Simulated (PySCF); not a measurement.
**Two-component Hartree-Fock for Bi⁻ (bismuth, charge -1)**

Start: [Xe] 4f14 5d10 6s2 6p4; 6p1/2 filled at m_j = -1/2, +1/2; 6p3/2 filled at m_j = +1/2, +3/2. Calculated with PySCF 2.14 in x2c-TZVPall-2c with one added diffuse shell each of s, p, d, f type (12s12p10d4f, 126 functions): generalised Hartree-Fock with the X2C-1e Hamiltonian and a Gaussian nucleus; one run each with spin-orbit coupling (SO) switched off, then screened by Boettger's factors.

| spinor shell | electrons | ε, spin-free (eV) | ε, screened SO (eV) | weight of nominal j (screened SO) | rms radius, screened SO (bohr) |
| --- | --- | --- | --- | --- | --- |
| 1s1/2 | 2 | -91045.5 | -91003.2 | 1.000 | 0.0178 |
| 2s1/2 | 2 | -16514.8 | -16501.1 | 1.000 | 0.0718 |
| 2p1/2 | 2 | -14148.2 | -15829.3 | 1.000 | 0.0606 |
| 2p3/2 | 4 | -14148.2 | -13504.9 | 1.000 | 0.0691 |
| 3s1/2 | 2 | -4056.0 | -4051.1 | 1.000 | 0.183 |
| 3p1/2 | 2 | -3369.8 | -3748.5 | 1.000 | 0.175 |
| 3p3/2 | 4 | -3369.8 | -3220.9 | 1.000 | 0.192 |
| 3d3/2 | 4 | -2666.4 | -2730.7 | 1.000 | 0.168 |
| 3d5/2 | 6 | -2666.4 | -2619.3 | 1.000 | 0.172 |
| 4s1/2 | 2 | -966.20 | -964.27 | 1.000 | 0.401 |
| 4p1/2 | 2 | -737.58 | -831.62 | 1.000 | 0.404 |
| 4p3/2 | 4 | -737.58 | -699.75 | 1.000 | 0.438 |
| 4d3/2 | 4 | -469.73 | -483.77 | 1.000 | 0.446 |
| 4d5/2 | 6 | -469.73 | -458.47 | 1.000 | 0.457 |
| 4f5/2 | 6 | -173.48 | -175.42 | 1.000 | 0.479 |
| 5s1/2 | 2 | -175.61 | -174.79 | 1.000 | 0.890 |
| 4f7/2 | 8 | -173.48 | -169.98 | 1.000 | 0.481 |
| 5p1/2 | 2 | -108.89 | -126.63 | 1.000 | 0.952 |
| 5p3/2 | 4 | -108.89 | -101.14 | 1.000 | 1.04 |
| 5d3/2 | 4 | -29.571 | -31.043 | 1.000 | 1.30 |
| 5d5/2 | 6 | -29.571 | -27.599 | 1.000 | 1.34 |
| 6s1/2 | 2 | -12.651 | -12.372 | 0.999 | 2.47 |
| 6p1/2 | 2 | -1.846 | -2.990 | 0.898 | 3.31 |
| 6p3/2 | 2 | -1.846 | -0.943 | 0.921 | 4.13 |

```csv
quantity,spin-free,screened SO
E (hartree),-21513.79653,-21555.00407
M_J,2,2
⟨J²⟩,6.051,6.040
⟨L²⟩,2.012,2.924
⟨S²⟩,2.039,1.976
```

Each row is a mean over spinors that exchange with the open shell spreads, by up to 2.512 eV (6s1/2).

Rows whose weight is well below 1 are mixtures of j = l ± 1/2: exchange outweighs spin-orbit coupling there, and the label is only the starting occupation.

Breit and QED terms are absent; they matter most for the inner s and p1/2 levels.

Densities and radii are taken from the X2C orbitals without a picture-change correction, which distorts them close to the nucleus.

Without spin-orbit coupling the j labels of p, d and f shells carry no meaning; the spin-free column gives the mean over the occupied spinors of each nl shell.
